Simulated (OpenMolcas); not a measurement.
Zr+.

```json
{
 "Program": "OpenMolcas 26.06",
 "Method": "CASSCF",
 "Basis": "ANO-R1 [6s4p3d1f]",
 "Scalar Hamiltonian": "X2C, finite nucleus",
 "Active space": "3 electrons in 6 orbitals (4d 5s)",
 "State averaging": "2S+1 = 4 even, 20 roots; 2S+1 = 2 even, 64 roots (35 in the spin-orbit step)",
 "Spin-orbit coupling": "RASSI with atomic mean-field integrals over the reference wave functions, term energies averaged over their components"
}
```

Levels without dynamic correlation, in cm⁻¹ above 4d² 5s ⁴F_3/2:

| Level | E |
| --- | --- |
| 4d² 5s ²D_3/2 | 6005 |
| 4d² 5s ²F_5/2 | 9199 |
| 4d² 5s ⁴P_1/2 | 9222 |

On this reference, MS-CASPT2, IPEA 0.25 Eh, imaginary shift 0.1 Eh (closed shells correlated: 4s 4p) puts 4d² 5s ²D_3/2 at 4590 cm⁻¹.

Problem. Estimate the other levels at that method by one scale factor, and say how well it serves.

Solution. The factor is 4590 / 6005 = 0.764. Scaled values beside those that MS-CASPT2 gives and measured ones (NIST Handbook of Basic Atomic Spectroscopic Data):
```json
{"Level": "4d² 5s ²F_5/2", "Scaled": "7028", "MS-CASPT2": "7070", "Miss (%)": "-0.6", "Measured": "5753"}
{"Level": "4d² 5s ⁴P_1/2", "Scaled": "7046", "MS-CASPT2": "8130", "Miss (%)": "-13.3", "Measured": ""}
```
For these levels the scaled values miss MS-CASPT2 by up to 13.3 %, as correlation changes each term by its own factor, spin-orbit parts do not scale and CASPT2 has its own spread within terms. This holds within one configuration; levels of others move differently, and the target method has errors of its own against measurement.

CASPT2 does not keep the components of a term degenerate, so their means are used; among the terms shown or strongly mixed into the levels shown the widest spread is 700 cm-1 (4d² 5s ²F, MS-CASPT2). Some high roots are left out of the spin-orbit mixing, which shifts the levels that they would mix with. Without dynamic correlation excited terms often stand tens of per cent too high (terms of higher spin than the ground term too low), and those without a measured partner can miss by more than the paired ones (holds for CASSCF). The CASPT2 spread within a term exceeds the gap to the next term for 4d³ ⁴F and 4d² 5s ²D, so the order of their levels is uncertain, and so are names and mixing where such terms share a J (holds for MS-CASPT2). Some terms miss by over 15 % even with CASPT2, which points to a basis or an active space too small for the shells correlated (holds for MS-CASPT2). Computed and measured levels are paired by configuration, term and J; levels that our copy of the source lacks, or whose pairing is in doubt (as where it misses far off the trend of its configuration), stay unpaired and out of the deviations. Levels of configurations outside the active space are missing.
